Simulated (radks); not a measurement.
Fractional charge and spin in the 3p shell of iron: the spin-up occupation runs from 2 to 3 and the spin-down occupation from 2 to 3; the fullest corner is Fe3+, [Ne] 3s2 3d(up 2.5, down 2.5) 3p(up 3, down 3). Calculated with a radial shooting solver on a logarithmic mesh with Libxc functionals: scalar-relativistic Kohn-Sham, r2SCAN, spin-polarised, spherical densities, finite nucleus; meta-GGA in the generalised Kohn-Sham scheme; Fermi nuclear charge, rms radius of each element as measured or else 0.836 A^(1/3) + 0.57 fm. Energy (eV) above the fullest corner. The planes named below are the two flat planes that join the four corners, with an edge along up + down = one added electron.

down \ up        2     2.25      2.5     2.75        3
2          241.750  206.474  172.609  140.139  109.046
2.25       206.474  172.748  140.411  109.445   79.832
2.5        172.609  140.411  109.578   80.092   51.934
2.75       140.139  109.445   80.092   52.062   25.331
3          109.046   79.832   51.934   25.331    0.000

Corners above the fullest one (they belong to Fe4+ and the next ion): (up 3, down 2) 109.05 eV, (up 2, down 3) 109.05 eV, (up 2, down 2) 241.75 eV. With half an added electron in each spin the energy lies 0.532 eV from the planes, and with half an added electron in spin up alone -2.789 eV. The planes are only a guide here: the flat-plane condition holds for ground states with one frontier orbital, while this shell lies below other occupied shells, so the corners above the fullest one are inner-hole states and not the ground states of those ions.
